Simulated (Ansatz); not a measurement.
Mo(OSiH3)4 (Si₄MoO₄H₁₂) was relaxed with PBE-D4 (def2-SVP) in Ansatz in these states: neutral singlet, neutral triplet. The geometries follow in no particular order.

In the def2 sets Mo takes a core potential; there is no spin–orbit coupling.

A:

Cartesian coordinates in Å:
```
Mo 0.013 -0.005 -0.039
O 0.597 -1.779 0.046
Si 1.936 -2.802 -0.095
H 3.006 -2.129 -0.910
H 1.485 -4.068 -0.769
H 2.459 -3.117 1.279
O 0.441 1.773 -0.430
Si 1.712 2.820 -0.817
H 2.777 2.070 -1.568
H 2.286 3.389 0.451
H 1.155 3.928 -1.665
O -1.024 -0.256 -1.574
Si -2.597 -0.394 -2.180
H -2.718 -1.711 -2.893
H -2.837 0.731 -3.148
H -3.585 -0.323 -1.050
O 0.039 0.245 1.817
Si -1.057 0.377 3.101
H -1.868 -0.884 3.212
H -1.967 1.552 2.877
H -0.255 0.583 4.355
```

B:

```xyz
21

Mo    1.063   -0.393    0.228
O     0.719   -1.422    1.785
Si   -0.645   -1.565    2.800
H    -0.890   -0.279    3.538
H    -0.316   -2.651    3.784
H    -1.871   -1.962    2.023
O     1.933    1.292    0.308
Si    1.363    2.897    0.409
H     0.719    3.140    1.744
H     0.387    3.206   -0.696
H     2.569    3.781    0.260
O     1.481   -1.403   -1.298
Si    1.005   -1.998   -2.815
H     1.052   -3.498   -2.777
H     1.957   -1.477   -3.852
H    -0.394   -1.529   -3.114
O    -0.671    0.468    0.427
Si   -2.047    0.774   -0.485
H    -2.861   -0.484   -0.665
H    -1.684    1.302   -1.852
H    -2.869    1.800    0.248
```

**Question.** Judge from the bond lengths which geometry belongs to which state (an estimate).

**Answer.** A is the neutral singlet (Mo1–O17 1.873 Å, Mo1–O7 1.870 Å, Mo1–O2 1.869 Å); B is the neutral triplet (Mo1–O17 1.946 Å, Mo1–O7 1.898 Å, Mo1–O2 1.897 Å).

The restricted singlet is unstable towards broken spin symmetry in Hartree–Fock (as tested in another run); at PBE-D4/def2-SVP this wasn't settled. At PBE0-D4/def2-TZVP a triplet lies 0.25 eV below the neutral singlet.
